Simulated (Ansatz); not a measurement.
# Tl(SH)3 in a box, plane waves

Ansatz 0.2.0, DFT PBE, spin-orbit coupling, plane waves, PAW, molecule in a box. The geometry was relaxed with Gaussian bases (r2SCAN; Tl def2-SVP with ECP60, S def2-SVP, H def2-SVP).

```yaml
crystal:
  lattice:
    - [13.82, 0.0, 0.0]
    - [0.0, 14.14, 0.0]
    - [0.0, 0.0, 9.0]
  atoms:
    - { symbol: Tl, position: [0.47499421, 0.51510113, 0.50007667] }
    - { symbol: S, position: [0.65028582, 0.47836351, 0.5] }
    - { symbol: H, position: [0.67447323, 0.57112376, 0.50036333] }
    - { symbol: S, position: [0.41990159, 0.68184158, 0.5] }
    - { symbol: H, position: [0.32561505, 0.65593423, 0.50036333] }
    - { symbol: S, position: [0.35479667, 0.38509901, 0.5] }
    - { symbol: H, position: [0.42489508, 0.31824611, 0.50036333] }
basis:
  ecutwfc: 420
  ecutrho_ratio: 4
kpoints:
  mp_grid: { grid: [1, 1, 1] }
hamiltonian:
  xc: pbe
scf:
  occupations: { method: gaussian, width: 0.01 }
output:
  forces: true
  eigenvalues: true
  populations: true
  write_density: true
  write_potential: true
  elf: true
  volumetric_format: npy
magnetization:
  noncollinear: true
  spin_orbit: true
```

Command:
```sh
ansatz run input.yaml --threads 2 --pin off --max-ram 5120MiB --backend cpu --events-out ev --progress --plain --runs-dir out
```
It took 11 s on 2 threads of Intel(R) Xeon(R) 6975P-C (Granite Rapids) (shared host), peak memory 2.1 GiB.

How does the SCF go?


```
SCF iter   1: F=—  HF=-14235.545224 eV  |F-HF|=—  |Δ(HF+E_count)|=         —  Δρ=1.40e-2
preconditioner: auto → Resta (q_TF=auto, 1.413 Å⁻¹)  ε∞=1.2  [insulator: Δε(μ)=3.390 eV  Ē_g=10.054 eV  σ=0.010 eV  W_gap=1.00  n_
spin=Noncollinear: Resta preconditioning applied to the charge; magnetization (m_x, m_y, m_z) channels mix plain (no charge-respon
SCF iter   2: F=—  HF=-14234.304009 eV  |F-HF|=—  |Δ(HF+E_count)|=    1.24e0  Δρ=8.32e-3
SCF iter   3: F=—  HF=-14234.031234 eV  |F-HF|=—  |Δ(HF+E_count)|=   2.73e-1  Δρ=3.21e-3
...
SCF iter   5: F=—  HF=-14234.007581 eV  |F-HF|=—  |Δ(HF+E_count)|=   5.32e-4  Δρ=1.02e-4
SCF iter   6: F=—  HF=-14234.007609 eV  |F-HF|=—  |Δ(HF+E_count)|=   2.81e-5  Δρ=5.27e-5
SCF iter   7: F=—  HF=-14234.007582 eV  |F-HF|=—  |Δ(HF+E_count)|=   2.68e-5  Δρ=1.54e-5
SCF iter   8: F=—  HF=-14234.007695 eV  |F-HF|=—  |Δ(HF+E_count)|=   1.12e-4  Δρ=3.66e-6
SCF iter   9: F=-14234.007695 eV  HF=-14234.007695 eV  |F-HF|=8.28e-9  |Δ(HF+E_count)|=   8.14e-8  Δρ=8.38e-7
```

Which levels lie next to the highest filled one (eV, counted from it)?

Filled: -1.21, -1.21, -0.98, -0.98, -0.53, -0.53, -0.01, -0.01, 0.00, 0.00. Empty: 2.72, 2.72, 4.34, 4.34, 4.97, 4.97, 5.56, 5.56.

What forces are left at this geometry, relaxed with Gaussian bases (eV/Å)?


```
Tl   0.00 -0.01  0.00
S   -0.19  0.03  0.00
H    0.01  0.01  0.00
S    0.07 -0.18  0.00
H   -0.01  0.00  0.00
S    0.12  0.15  0.00
H    0.01 -0.01  0.00
```

The highest of the empty levels listed lie near the vacuum level and may be states of the box.

The forces come from the other functional as well as from the basis.

No frequency check is given that shows the relaxed geometry to be a minimum.
